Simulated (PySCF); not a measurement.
**Dipole moment and polarisability of indole**

Indole, C₈H₇N.
Structure used (GFN2-xTB), in Å, numbered top down from 1:
```xyz
16
C8H7N angstrom
C      2.159   -0.347   -0.032
C      1.918    1.023   -0.174
C      0.635    1.527   -0.186
C     -0.411    0.624   -0.054
N     -1.762    0.824   -0.033
C     -2.388   -0.383    0.117
C     -1.465   -1.378    0.195
C     -0.183   -0.767    0.089
C      1.126   -1.247    0.100
H      3.180   -0.699   -0.026
H      2.757    1.696   -0.275
H      0.450    2.586   -0.296
H     -2.222    1.715   -0.113
H     -3.460   -0.440    0.156
H     -1.662   -2.425    0.313
H      1.319   -2.304    0.209
```

Level: CAM-B3LYP/def2-SVPD (PySCF), static field, nuclei fixed, core orbitals frozen in the response. The polarisability tensor in these axes (au):

```
x   131.92   4.15  -2.90
y     4.15 102.27  -5.24
z    -2.90  -5.24  55.84
```

Task: What are the eigenvalues, a third of the trace, and Δα (Δα² = ½Σ(αi − αj)² over the three pairs)?

Result: Principal values 55.18, 102.19 and 132.66 au; mean 96.67 au = 14.33 Å³ = 15.94 × 10⁻⁴⁰ C²·m²/J; Δα = 67.61 au (70 % of the mean).

Task: What is the dipole moment, and where does it point?

Result: (-1.72, 1.28, -0.08) D, 2.14 D in size, pointing from the negative to the positive side. Measured along this direction, the outermost atoms are H10 at the negative end and H13 at the positive end.

Task: Estimate the molar refractivity from the static electronic polarisability.

Result: Lorentz–Lorenz: R = (4π/3)N_A α = 2.5225 cm³/(mol·Å³) × 14.33 Å³ = 36.1 cm³/mol, in the limit of long wavelengths.

Task: How large is μ²/3kT at 350 K beside α?

Result: In Gaussian units μ²/3kT = 31.65 Å³ against 14.33 Å³, a ratio of 2.21; the Debye molar polarisation (4π/3)N_A(α + μ²/3kT) is 116.0 cm³/mol, leaving out the vibrational part.

Task: What depolarisation ratio follows for Rayleigh scattering of linearly polarised light, taking the static tensor?

Result: ρ = 3Δα²/(45ᾱ² + 4Δα²) = 13711.6/(420571 + 18282.2) = 0.0312.

Geometry: GFN2-xTB; no solvent, vibrations or thermal averaging.

These values come from a run that also computed excited states. Time: 90 s wall. Hardware: one thread of an Arm Neoverse N1, shared host.
